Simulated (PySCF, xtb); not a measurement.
TeCl₂, SMILES Cl[Te]Cl.

Harmonic wavenumbers (cm⁻¹) from GFN2-xTB in xtb at its own minimum, in rising order: 113, 344, 374.

What does PBE-D3(BJ)/def2-TZVP (PySCF) give at its own minimum? (Estimate from the structure and the level; the computed values follow.)

119, 351, 367. Paired by order, the mean absolute difference is 7 cm⁻¹ and the zero-point energies are 1.2 and 1.2 kcal/mol.
